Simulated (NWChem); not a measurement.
C$_{2}$H$_{6}$O$_{2}$Si; SMILES O1[SiH2]OCC1

```xyz
11

C      0.1313    -0.7562     1.2424
C     -0.1313     0.7562     1.2424
O      0.1900     1.2388    -0.0493
Si     0.0000     0.0000    -1.1627
O     -0.1900    -1.2388    -0.0493
H      1.1936    -0.9656     1.4703
H     -0.4849    -1.2761     1.9930
H      0.4849     1.2761     1.9930
H     -1.1936     0.9656     1.4703
H      1.2156    -0.1154    -2.0129
H     -1.2156     0.1154    -2.0129
```
Atoms are numbered in this order, from 1.

Computed with NWChem. Pople sets run with spherical d functions. Coordinates come from a PBE0/def2-SVP optimisation. B3LYP is NWChem's, with the RPA form of VWN correlation. Level: B3LYP/6-31G* with SMD (1 M gas to 1 M solution), gas-phase geometry. Reactions with the solvent are ignored.

What does the run give for solvent 1-octanol? Quantities: solvation free energy (kcal/mol); cavity-dispersion-structure term (kcal/mol); dipole in solution (D).


```
Quantity                                     Result
-------------------------------------------  ------
solvation free energy (kcal/mol)               -4.0
cavity-dispersion-structure term (kcal/mol)     0.6
dipole in solution (D)                         1.38
```
